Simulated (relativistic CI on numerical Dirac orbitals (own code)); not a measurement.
## Os⁴⁺: 5d valence photoemission

Computed with this model: Dirac-Coulomb-Breit CI, separate exchange-only KLI orbitals for each configuration, model QED (radiative potential, 1s self-energy scaled to tabulated hydrogen-like ionisation energies), valence Slater integrals scaled by 0.8, multiplet model of photoemission in the sudden approximation; configurations [Xe] 4f14 5d4 → [Xe] 4f14 5d3; 300 K; Lorentzian 0.3 eV and Gaussian 0.5 eV FWHM. Energies are those of the free ion, without screening or charge transfer. The energies are binding energies and can lie tens of eV above those of solids. S is read from ⟨S²⟩ = S(S + 1).

Field parameters in Wybourne normalisation: D4h B²₀ = −7Ds, B⁴₀ = 21(Dq − Dt), B⁴₄ = 21√(5/14) Dq. The field is a parameter set, without covalency.

Computed curve for D4h, 10Dq = 38700, Ds = -1500, Dt = -330 cm⁻¹, scaled to 100 at the maximum (points under 2 are left out and the grid is thinned):

| Energy (eV) | Intensity |
| --- | --- |
| 53.6 | 2.1 |
| 53.7 | 2.4 |
| 53.8 | 2.7 |
| 53.9 | 3.2 |
| 54.0 | 3.7 |
| 54.1 | 4.4 |
| 54.2 | 5.5 |
| 54.3 | 6.9 |
| 54.4 | 9.2 |
| 54.5 | 12.8 |
| 54.6 | 18.8 |
| 54.7 | 28.5 |
| 54.8 | 43.0 |
| 54.9 | 61.7 |
| 55.0 | 81.3 |
| 55.1 | 95.9 |
| 55.2 | 100.0 |
| 55.3 | 92.0 |
| 55.4 | 75.2 |
| 55.5 | 55.8 |
| 55.6 | 39.0 |
| 55.7 | 27.1 |
| 55.8 | 19.8 |
| 55.9 | 16.2 |
| 56.0 | 15.2 |
| 56.1 | 16.5 |
| 56.2 | 20.5 |
| 56.3 | 27.7 |
| 56.4 | 38.9 |
| 56.5 | 53.3 |
| 56.6 | 68.7 |
| 56.7 | 81.4 |
| 56.8 | 87.7 |
| 56.9 | 85.6 |
| 57.0 | 76.0 |
| 57.1 | 61.5 |
| 57.2 | 46.0 |
| 57.3 | 32.5 |
| 57.4 | 22.2 |
| 57.5 | 15.4 |
| 57.6 | 11.2 |
| 57.7 | 8.8 |
| 57.8 | 7.6 |
| 57.9 | 7.4 |
| 58.0 | 8.0 |
| 58.1 | 9.3 |
| 58.2 | 11.1 |
| 58.3 | 12.6 |
| 58.4 | 13.2 |
| 58.5 | 12.7 |
| 58.6 | 11.2 |
| 58.7 | 9.1 |
| 58.8 | 6.9 |
| 58.9 | 5.2 |
| 59.0 | 3.8 |
| 59.1 | 2.9 |
| 59.2 | 2.2 |

The ground state has S = 1.01, and the centroid lies at 56.19 eV.
